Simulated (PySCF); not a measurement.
H₄O₂Sn, SMILES [OH][SnH2][OH].

Geometry optimised at B3LYP-D3(BJ)/def2-SVP. The def2 effective core potentials stand for the cores of Sn; spin–orbit coupling is left out. Other conformers were not sampled.

Method: TDDFT-CAM-B3LYP/def2-SVPD run with PySCF.

Vertical excitations.  State labels are in the subgroup C2.

| state | symmetry | energy (eV) | λ (nm) | f | main pairs |
|---|---|---|---|---|---|
| S1 | B | 6.52 | 190 | 0.037 | HOMO→LUMO 78 %, HOMO−1→LUMO+1 15 % |
| S2 | A | 6.67 | 186 | 0.066 | HOMO−1→LUMO 76 %, HOMO→LUMO+1 16 % |
| S3 | A | 7.30 | 170 | 0.009 | HOMO→LUMO+1 67 %, HOMO−1→LUMO 17 % |
| S4 | B | 7.36 | 168 | 0.068 | HOMO−2→LUMO 81 % |
| S5 | B | 7.69 | 161 | 0.023 | HOMO→LUMO+2 90 % |
| S6 | A | 7.72 | 161 | 0.006 | HOMO−2→LUMO+1 80 % |
| S7 | B | 7.89 | 157 | 0.149 | HOMO−1→LUMO+1 65 %, HOMO→LUMO 13 % |
| S8 | A | 7.91 | 157 | 0.004 | HOMO−1→LUMO+2 82 % |
| S9 | B | 8.31 | 149 | 0.228 | HOMO−2→LUMO+2 75 % |
| S10 | A | 8.50 | 146 | 0.026 | HOMO−3→LUMO 63 %, HOMO→LUMO+4 12 % |
| T1 | B | 5.89 | 211 | 0 | HOMO→LUMO 81 % |
| T2 | A | 6.06 | 205 | 0 | HOMO−1→LUMO 72 %, HOMO→LUMO+1 15 % |
| T3 | B | 6.36 | 195 | 0 | HOMO−2→LUMO 63 %, HOMO−2→LUMO+2 12 % |
| T4 | A | 6.82 | 182 | 0 | HOMO→LUMO+1 41 %, HOMO−3→LUMO 30 %, HOMO−2→LUMO+1 13 % |
Triplets are in the Tamm–Dancoff approximation, which puts them higher than full response would, so one can lie above its singlet here.
